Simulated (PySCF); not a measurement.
Members of one family of related compounds. Computed with TDDFT B3LYP/def2-SVPD, vertical, gas phase, core orbitals frozen in the response (PySCF 2.14.0, density-fitted response routines). Geometries: PBE0-D3(BJ)/def2-SVP; one conformer of each isolated species. Triplets are in the Tamm–Dancoff approximation. 'Strongest' means the level of largest summed f among the lowest 10 singlets; it needn't be the same kind of state in each. Relativistic effects are left out although some hold elements past zinc.

Problem. Rank by computed lowest singlet excitation energy, lowest first.
A. `[GeH3][Ge@H]([BH2])[SiH3]`
B. `[Cl][Ge@H]([GeH3])[SiH3]`
C. `[Ge@H]([GeH3])([SiH3])[C]#N`
D. `CO[B](OC)[Ge@@H]([SiH3])[GeH3]`
E. `[SiH3][Ge@H]([GeH3])[c]1ccncc1`

Solution. A (3.92 eV), E (4.50 eV), B (5.38 eV), D (5.90 eV), C (6.33 eV).

```tsv
SMILES	S1 (eV)	LUMO (eV)	strongest (eV)	f (strongest)	gap (eV)	T1 (eV)	S1 mainly
[BH2][Ge@H]([SiH3])[GeH3]	3.92	-2.67	4.40	0.10	4.95	3.26	H-1→L (55%)
[SiH3][Ge@H]([GeH3])[c]1ccncc1	4.50	-1.42	5.43	0.20	5.71	3.90	H→L (98%)
[SiH3][Ge@H]([Cl])[GeH3]	5.38	-1.21	6.21	0.36	6.36	4.93	H→L (98%)
CO[B](OC)[Ge@@H]([SiH3])[GeH3]	5.90	-0.53	6.59	0.37	6.81	5.27	H→L (71%)
N#[C][Ge@H]([SiH3])[GeH3]	6.33	-1.03	6.44	0.23	7.04	5.55	H→L+2 (75%)
```

H and L stand for HOMO and LUMO.

- `[BH2][Ge@H]([SiH3])[GeH3]`: Löwdin shares by element: HOMO germanium 59%, boron 13%, silicon 6% (atoms not listed hold the other 22%); LUMO boron 52%, hydrogen 17% or more, germanium 15% or more (atoms not listed hold the other 16%).
- `[SiH3][Ge@H]([GeH3])[c]1ccncc1`: Löwdin shares by element: HOMO nitrogen 53%, carbon 26% or more (atoms not listed hold the other 21%); LUMO carbon 44% or more, nitrogen 20% (atoms not listed hold the other 37%).
- `[SiH3][Ge@H]([Cl])[GeH3]`: Löwdin shares by element: HOMO germanium 41%, chlorine 29%, silicon 15% (atoms not listed hold the other 15%); LUMO germanium 44%, chlorine 26%, silicon 13% (atoms not listed hold the other 18%).
- `CO[B](OC)[Ge@@H]([SiH3])[GeH3]`: Löwdin shares by element: HOMO germanium 57%, silicon 15%, hydrogen 6% or more (atoms not listed hold the other 22%); LUMO boron 21%, germanium 20% or more, silicon 14%, oxygen 12% or more (atoms not listed hold the other 33%).
- `N#[C][Ge@H]([SiH3])[GeH3]`: Löwdin shares by element: HOMO germanium 47%, silicon 17%, nitrogen 9% (atoms not listed hold the other 27%); LUMO germanium 44%, silicon 14%, hydrogen 10% or more (atoms not listed hold the other 33%).
